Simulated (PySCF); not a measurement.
# Fractional electron number in Br²⁺ (bromine, charge +2)

The 4p alpha orbital of [Ar] 3d10 4s2 4p3 is emptied in steps (occupation f), with all orbitals relaxed, ending at [Ar] 3d10 4s2 4p2. Calculation: PySCF 2.14, in def2-TZVPPD (7s6p5d1f, 57 functions); the non-relativistic Hamiltonian (point nucleus). The exact energy is a straight line in f; departures are measured from the line between the end points of the same method.

```json
{"f": "1", "UHF (eV)": "0.000", "LDA (eV)": "0.000", "PBE (eV)": "0.000", "PBE0 (eV)": "0.000", "r2SCAN (eV)": "0.000", "LC-wPBE (eV)": "0.000", "BHandHLYP (eV)": "0.000", "wB97X (eV)": "0.000", "r2SCAN0 (eV)": "0.000", "BLYP (eV)": "0.000"}
{"f": "0.9", "UHF (eV)": "0.050", "LDA (eV)": "-0.524", "PBE (eV)": "-0.510", "PBE0 (eV)": "-0.371", "r2SCAN (eV)": "-0.483", "LC-wPBE (eV)": "-0.108", "BHandHLYP (eV)": "-0.240", "wB97X (eV)": "-0.135", "r2SCAN0 (eV)": "-0.353", "BLYP (eV)": "-0.518"}
{"f": "0.7", "UHF (eV)": "0.117", "LDA (eV)": "-1.225", "PBE (eV)": "-1.189", "PBE0 (eV)": "-0.863", "r2SCAN (eV)": "-1.119", "LC-wPBE (eV)": "-0.249", "BHandHLYP (eV)": "-0.559", "wB97X (eV)": "-0.313", "r2SCAN0 (eV)": "-0.816", "BLYP (eV)": "-1.210"}
{"f": "0.5", "UHF (eV)": "0.137", "LDA (eV)": "-1.459", "PBE (eV)": "-1.413", "PBE0 (eV)": "-1.023", "r2SCAN (eV)": "-1.319", "LC-wPBE (eV)": "-0.292", "BHandHLYP (eV)": "-0.664", "wB97X (eV)": "-0.371", "r2SCAN0 (eV)": "-0.960", "BLYP (eV)": "-1.440"}
{"f": "0.3", "UHF (eV)": "0.114", "LDA (eV)": "-1.226", "PBE (eV)": "-1.184", "PBE0 (eV)": "-0.856", "r2SCAN (eV)": "-1.094", "LC-wPBE (eV)": "-0.241", "BHandHLYP (eV)": "-0.556", "wB97X (eV)": "-0.312", "r2SCAN0 (eV)": "-0.796", "BLYP (eV)": "-1.209"}
{"f": "0.1", "UHF (eV)": "0.048", "LDA (eV)": "-0.525", "PBE (eV)": "-0.506", "PBE0 (eV)": "-0.365", "r2SCAN (eV)": "-0.464", "LC-wPBE (eV)": "-0.101", "BHandHLYP (eV)": "-0.238", "wB97X (eV)": "-0.134", "r2SCAN0 (eV)": "-0.337", "BLYP (eV)": "-0.517"}
{"f": "0", "UHF (eV)": "0.000", "LDA (eV)": "0.000", "PBE (eV)": "0.000", "PBE0 (eV)": "0.000", "r2SCAN (eV)": "0.000", "LC-wPBE (eV)": "0.000", "BHandHLYP (eV)": "0.000", "wB97X (eV)": "0.000", "r2SCAN0 (eV)": "0.000", "BLYP (eV)": "0.000"}
```

**Question.** For BLYP, how does the orbital energy at f = 1 compare with the removal energy?

**Answer.** −ε = 29.073 eV against a total-energy difference of 34.828 eV. By Janak's theorem ε = ∂E/∂f, so the gap between them reflects the curvature. Along the path −ε is 30.219 (f = 0.9), 32.522 (f = 0.7), 34.833 (f = 0.5), 37.140 (f = 0.3), 39.430 (f = 0.1) eV.

```csv
method,E(f=0) − E(f=1) (eV),−ε at f=1 (eV),−ε at f=0.5 (eV)
UHF,34.588,35.152,34.581
LDA,35.261,29.446,35.256
PBE,35.076,29.410,35.090
PBE0,35.185,31.063,35.206
r2SCAN,35.398,30.016,35.474
LC-wPBE,35.237,34.034,35.260
BHandHLYP,35.022,32.359,35.028
wB97X,34.936,33.438,34.939
r2SCAN0,35.405,31.472,35.467
BLYP,34.828,29.073,34.833
```

Reference removal energy between the ground levels: 34.871 ± 0.019 eV (measured; NIST Atomic Spectra Database, ionization energies). The calculation has no spin-orbit coupling. UHF lacks correlation.
